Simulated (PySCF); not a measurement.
Isomers of C7H16OS. Level of theory: PBE0-D3(BJ)/def2-SVP geometry optimisation, gas phase (PySCF 2.14.0). Energies are electronic, without zero-point or thermal terms, for one conformer each. No frequencies were run at this level. Point groups hold within 0.08 Å.

Problem. Order them by energy at this level, lowest first, and give relative energies in kJ/mol.
A. `[CH3:1][S@@:2](=[O:3])[CH2:4][CH2:5][C:6]([CH3:7])([CH3:8])[CH3:9]` with C1–S2–C4–C5 -172°, S2–C4–C5–C6 173°
B. `[CH3:1][CH2:2][CH2:3][C@@H:4]([CH3:5])[CH2:6][S@@:7]([CH3:8])=[O:9]` with C1–C2–C3–C4 176°, C2–C3–C4–C5 61°, C3–C4–C6–S7 168°, C4–C6–S7–C8 -171°

Solution. A (0.0), B (2.7).

As drawn, the lower has a quaternary carbon, which the higher lacks. Neighbours under 10 kJ/mol apart (C[S@@](=O)CCC(C)(C)C and CCC[C@@H](C)C[S@@](C)=O) can change places with a better method, another conformer or zero-point energy.

```csv
SMILES,E (Eh),E rel (kJ/mol),dipole (D),point group,"A, B, C (MHz)"
C[S@@](=O)CCC(C)(C)C,-748.83565,0.0,3.77,C1,"2687, 628.7, 594.7"
CCC[C@@H](C)C[S@@](C)=O,-748.83463,2.7,3.68,C1,"3104, 530.0, 514.9"
```

Problem. How do the relative energies change in single points at PBE0/pcSseg-1 (no added dispersion term) on the same geometries?

Solution. 
| SMILES | PBE0-D3(BJ)/def2-SVP (kJ/mol) | PBE0/pcSseg-1 (kJ/mol) | shift |
| --- | --- | --- | --- |
| C[S@@](=O)CCC(C)(C)C | 0.0 | 0.0 | 0.0 |
| CCC[C@@H](C)C[S@@](C)=O | 2.7 | 4.0 | +1.3 |

Each column counts from its own lowest isomer. The order is unchanged; the largest shift is 1.3 kJ/mol.

Problem. As an exercise, what shares would exp(−E/RT) give at 1000 K from these electronic energies alone (no entropy, no degeneracies)?

Solution. RT = 8.314 kJ/mol: C[S@@](=O)CCC(C)(C)C 58.0 %, CCC[C@@H](C)C[S@@](C)=O 42.0 %.
